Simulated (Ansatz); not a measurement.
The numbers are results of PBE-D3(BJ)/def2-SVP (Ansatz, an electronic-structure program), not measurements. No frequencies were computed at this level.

Ansatz 0.2 input:
```yaml
crystal:
  periodic: [false, false, false]
  atoms:
    - { symbol: Si, position_ang: [-0.531744, -0.337643, 1.798981] }
    - { symbol: C, position_ang: [0.0, 0.0, -0.000001] }
    - { symbol: Si, position_ang: [1.49372, 1.183977, -0.009442] }
    - { symbol: Si, position_ang: [-1.447288, 0.795474, -0.951667] }
    - { symbol: Si, position_ang: [0.485312, -1.641807, -0.837873] }
    - { symbol: H, position_ang: [0.56622, -0.950686, 2.553915] }
    - { symbol: H, position_ang: [-1.681431, -1.247741, 1.833805] }
    - { symbol: H, position_ang: [-0.910876, 0.911926, 2.466894] }
    - { symbol: H, position_ang: [1.922837, 1.460417, -1.384473] }
    - { symbol: H, position_ang: [2.622824, 0.594068, 0.717471] }
    - { symbol: H, position_ang: [1.145823, 2.456787, 0.631021] }
    - { symbol: H, position_ang: [-2.611014, -0.09725, -0.959186] }
    - { symbol: H, position_ang: [-1.06305, 1.065866, -2.341099] }
    - { symbol: H, position_ang: [-1.840498, 2.062354, -0.325831] }
    - { symbol: H, position_ang: [0.899295, -1.408932, -2.225553] }
    - { symbol: H, position_ang: [-0.648869, -2.571792, -0.843645] }
    - { symbol: H, position_ang: [1.598742, -2.275016, -0.123317] }
basis:
  gaussian: { orbitals: def2-svp }
hamiltonian:
  xc: pbe
  dispersion: d3bj
relax:
  max_steps: 150
```

Output:

```
Functional definition: PBE
1638 factors; their error is unknown
mean field evaluation 1: about -32706.2397 eV, gradient 5.2e1 eV
mean field evaluation 2: about -32689.6081 eV, gradient 8.6e1 eV
mean field evaluation 4: about -32713.4388 eV, gradient 3.0e0 eV
mean field evaluation 8: about -32713.4643 eV, gradient 1.9e-2 eV
mean field evaluation 16: about -32713.3311 eV, gradient 3.0e-6 eV
mean field -32713.33111629 eV, -1202.1927446313 hartree, gradient 3.0e-6 eV, S^2 0.000000; 0 other end points of the search recorded, 0 dependent functions left out
reference -32713.33116035 eV, -1202.1927462505 hartree; 37, 37 occupied and 109, 109 virtual orbitals, 1638 factors
relax step   1: F+E_penalty+E_count = -32713.88004284 eV  Δ(F+E_penalty+E_count) = +0.000e0 eV  max|allowed force component| = 6.964e-1 eV/Å  Δτ_max = 0.0000 Å  (25 SCF iters, accepted)
these checks for a lower state are left out or cut short: starts, cluster_reference, orbital_swaps, neighbouring_geometries, increment
1638 factors; their error is unknown
mean field -32713.48610323 eV, -1202.1984402963 hartree, gradient 2.2e-5 eV, S^2 0.000000; 0 other end points of the search recorded, 0 dependent functions left out
reference -32713.48614757 eV, -1202.1984419259 hartree; 37, 37 occupied and 109, 109 virtual orbitals, 1638 factors
relax step   2: F+E_penalty+E_count = -32714.03451273 eV  Δ(F+E_penalty+E_count) = -1.545e-1 eV  max|allowed force component| = 2.395e-1 eV/Å  Δτ_max = 0.0310 Å  (27 SCF iters, accepted)
these checks for a lower state are left out or cut short: starts, cluster_reference, orbital_swaps, neighbouring_geometries, increment
1638 factors; their error is unknown
mean field -32713.50124611 eV, -1202.1989967868 hartree, gradient 2.2e-5 eV, S^2 0.000000; 0 other end points of the search recorded, 0 dependent functions left out
reference -32713.50129053 eV, -1202.1989984195 hartree; 37, 37 occupied and 109, 109 virtual orbitals, 1638 factors
relax step   3: F+E_penalty+E_count = -32714.04814292 eV  Δ(F+E_penalty+E_count) = -1.363e-2 eV  max|allowed force component| = 5.339e-3 eV/Å  Δτ_max = 0.0115 Å  (27 SCF iters, accepted)
1638 factors; their error is unknown
mean field evaluation 32: about -32713.5012 eV, gradient 2.2e-5 eV
mean field -32713.50124611 eV, -1202.1989967868 hartree, gradient 2.2e-5 eV, S^2 0.000000; 1 other end points of the search recorded, 0 dependent functions left out
reference -32713.50129053 eV, -1202.1989984195 hartree; 37, 37 occupied and 109, 109 virtual orbitals, 1638 factors
Total energy: -32714.04818735 eV, -1202.2190965069 hartree
Atom 0 at    -0.530957    -0.337148     1.796316 Å, force     0.001579     0.000997    -0.005339 eV/Å
Atom 1 at     0.000000     0.000000    -0.000000 Å, force    -0.000001     0.000002     0.000002 eV/Å
Atom 2 at     1.491508     1.182225    -0.009426 Å, force    -0.004433    -0.003513     0.000030 eV/Å
Atom 3 at    -1.445145     0.794298    -0.950256 Å, force     0.004295    -0.002358     0.002824 eV/Å
Atom 4 at     0.484595    -1.639375    -0.836635 Å, force    -0.001438     0.004872     0.002484 eV/Å
Atom 5 at     0.601021    -0.966103     2.564125 Å, force     0.004912    -0.001270    -0.001647 eV/Å
Atom 6 at    -1.710969    -1.271668     1.823395 Å, force    -0.002614    -0.002269    -0.004062 eV/Å
Atom 7 at    -0.918369     0.949829     2.474616 Å, force    -0.000040     0.004966    -0.001936 eV/Å
Atom 8 at     1.925669     1.460813    -1.423774 Å, force    -0.002022    -0.001827    -0.004582 eV/Å
Atom 9 at     2.645673     0.569691     0.738366 Å, force     0.000311    -0.004719     0.002466 eV/Å
Atom 10 at     1.126388     2.485730     0.649399 Å, force    -0.004636     0.001517     0.002160 eV/Å
Atom 11 at    -2.635171    -0.127827    -0.953335 Å, force    -0.000545    -0.004828     0.002198 eV/Å
Atom 12 at    -1.042891     1.068537    -2.374851 Å, force     0.004639    -0.000954    -0.002449 eV/Å
Atom 13 at    -1.842556     2.093601    -0.301900 Å, force     0.002054     0.002405     0.004297 eV/Å
Atom 14 at     0.908068    -1.391856    -2.259974 Å, force     0.000258     0.004595    -0.002703 eV/Å
Atom 15 at    -0.684410    -2.588011    -0.838505 Å, force    -0.004924     0.000695     0.001923 eV/Å
Atom 16 at     1.627550    -2.282733    -0.097561 Å, force     0.002606     0.001690     0.004334 eV/Å
Dipole moment:    -0.000000     0.000000    -0.000000 e Å
```

Cost: around 24 core-seconds (rough).
